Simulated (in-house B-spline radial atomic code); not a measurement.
The numbers below are computed, except where a source is named.
**Softness against transferability: the 4s channel of Sr**

Sr, [Kr] 5s2, non-relativistic LDA (VWN5), spherical and spin-unpolarised, from a B-spline radial code for spherical atoms (atomic units). The all-electron 4s level is ε = -1.455319 hartree, its outermost node lies just inside 0.61 bohr and its outer maximum at 1.21 bohr.

Troullier-Martins pseudo-orbitals are made for several radii. The cutoffs (hartree) are the plane-wave energies beyond which the orbital holds less than the named kinetic energy per electron. The phase error is the difference, pseudo minus all-electron, of arctan(R P'/P) at R = 1.99 bohr for all radii, half a hartree below and above the level.

| r_c (bohr) | V_l(0) (hartree) | cutoff for 10 mEh | for 1 mEh | for 0.1 mEh | phase error at ε − 0.5 (mrad) | at ε + 0.5 (mrad) |
| --- | --- | --- | --- | --- | --- | --- |
| 0.91 | -22.41 | 48 | 180 | 287 | -7.9 | -4.5 |
| 1.05 | -3.88 | 30.4 | 67.7 | 149 | -3.3 | -1.4 |
| 1.21 | 4.08 | 17.5 | 33.9 | 62.3 | -2.2 | -0.8 |
| 1.37 | 3.79 | 14.6 | 33 | 60.1 | -2.3 | -0.9 |
| 1.53 | 1.78 | 12.3 | 29.2 | 51.6 | -4.1 | -1.6 |
| 1.69 | 0.25 | 10.4 | 24.8 | 42.7 | -8.4 | -3.3 |

Problem. Which radius needs the lowest cutoff for 0.1 mEh while both phase errors stay within 4.2 mrad?

Solution. The radii within that limit are 1.05, 1.21, 1.37, 1.53 bohr; of these r_c = 1.53 needs the least, 51.6 hartree, that is 103 Ry or 1404 eV.

Problem. What does the larger radius buy, and what does it cost?

Solution. From r_c = 0.91 to 1.69 bohr the cutoff for 1 mEh goes from 180 to 24.8 hartree, a factor of 7.26, against 3.45 for a pure 1/r_c² scaling, end to end; step by step it is 180, 67.7, 33.9, 33, 29.2, 24.8, and for 0.1 mEh 287, 149, 62.3, 60.1, 51.6, 42.7; the number of plane waves goes as the cutoff to the power 3/2, here a factor of 19.6. The larger of the two phase errors is least at r_c = 1.21 bohr, 2.2 mrad; it is 7.9 at the smallest radius and 8.4 at the largest. These errors test the reference atom alone. The smallest radius lies well inside the outer maximum, where the nodeless form must bend sharply to keep the norm, so it is both harder and scatters less well than the next. Large radii also let the cores of neighbours overlap, which an atom doesn't show.
